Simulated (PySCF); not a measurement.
C4H7O2, SMILES [CH]1COCCO1, multiplicity 2. Atoms are numbered in the order given.

```xyz
13

C      0.5858     1.2716     0.1036
C      1.3997     0.0447    -0.1701
O      0.6342    -1.0027    -0.7579
C     -0.5231    -1.2440     0.0216
C     -1.3921     0.0061     0.0852
O     -0.6668     1.1161     0.6307
H      1.0739     2.1960     0.4526
H      1.8637    -0.3423     0.7855
H      2.2361     0.2801    -0.8598
H     -1.0800    -2.0765    -0.4548
H     -0.2431    -1.5595     1.0595
H     -1.7340     0.2682    -0.9423
H     -2.2773    -0.1432     0.7351
```
Charge 0, spin multiplicity 2.

The structure is a stationary point at PBE-D3(BJ)/def2-SVP. The isomer is the one that the SMILES or the coordinates give; other isomers of the formula were not compared. Other conformers were not sampled.

Method: PBE/def2-TZVP (PySCF).

ESP charges are fitted to the potential on shells at 1.4 to 2.0 van der Waals radii. Atomic charges (e):

```csv
atom,meta-Löwdin,Löwdin,Mulliken,ESP fit,Mulliken spin
C1,-0.04,-0.30,-0.12,-0.21,0.84
C2,-0.03,-0.36,-0.02,0.15,-0.04
O3,-0.37,0.18,-0.24,-0.35,0.00
C4,-0.02,-0.35,-0.07,0.04,-0.01
C5,-0.03,-0.32,-0.02,0.04,0.00
O6,-0.29,0.24,-0.19,-0.20,0.12
H7,0.12,0.12,0.11,0.14,-0.03
H8,0.09,0.12,0.07,0.04,0.07
H9,0.13,0.14,0.12,0.07,0.01
H10,0.13,0.14,0.11,0.07,0.00
H11,0.09,0.12,0.07,0.07,0.01
H12,0.11,0.13,0.08,0.08,0.03
H13,0.12,0.13,0.11,0.06,0.00
```

Computed Mayer and Wiberg (Löwdin basis) orders of the bonds:
```json
[
 {"bond": "C1–C2", "Mayer": "1.04", "Wiberg": "1.38"},
 {"bond": "C2–O3", "Mayer": "1.02", "Wiberg": "1.46"},
 {"bond": "O3–C4", "Mayer": "1.05", "Wiberg": "1.49"},
 {"bond": "C4–C5", "Mayer": "1.03", "Wiberg": "1.26"},
 {"bond": "C1–O6", "Mayer": "1.18", "Wiberg": "1.71"},
 {"bond": "C5–O6", "Mayer": "0.98", "Wiberg": "1.40"},
 {"bond": "C1–H7", "Mayer": "0.95", "Wiberg": "0.89"},
 {"bond": "C2–H8", "Mayer": "0.90", "Wiberg": "0.84"},
 {"bond": "C2–H9", "Mayer": "0.94", "Wiberg": "0.86"},
 {"bond": "C4–H10", "Mayer": "0.94", "Wiberg": "0.87"},
 {"bond": "C4–H11", "Mayer": "0.94", "Wiberg": "0.86"},
 {"bond": "C5–H12", "Mayer": "0.93", "Wiberg": "0.87"},
 {"bond": "C5–H13", "Mayer": "0.94", "Wiberg": "0.87"}
]
```
